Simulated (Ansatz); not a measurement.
Ansatz (a program for electronic structure) input:

Ansatz 0.2 input:
```yaml
crystal:
  periodic: [false, false, false]
  atoms:
    - {symbol: C, position_ang: [0.02862427, 0.77403521, -0.04928916]}
    - {symbol: C, position_ang: [-0.73380022, -0.43145510, 0.23926106]}
    - {symbol: C, position_ang: [0.68523912, -0.35673882, -0.07459244]}
    - {symbol: H, position_ang: [0.04451260, 1.84469036, -0.15404392]}
    - {symbol: H, position_ang: [-1.54549687, -0.89019712, -0.32345270]}
    - {symbol: H, position_ang: [1.62060524, -0.86954100, -0.21478018]}
basis:
  gaussian:
    orbitals: def2-TZVP
hamiltonian:
  xc: b3lyp
  dispersion: d3bj
magnetization: {spin_polarized: true, initial_magnetization: 1}
phonons: {temperatures: {t_min: 298.15, t_max: 298.15, t_step: 100}}
```

Problem. Which total energy does the run end on?

Solution. -116.00439 Eh (B3LYP-D3(BJ)/def2-TZVP). The basis has 111 functions.

It need not be the lowest isomer of its formula.
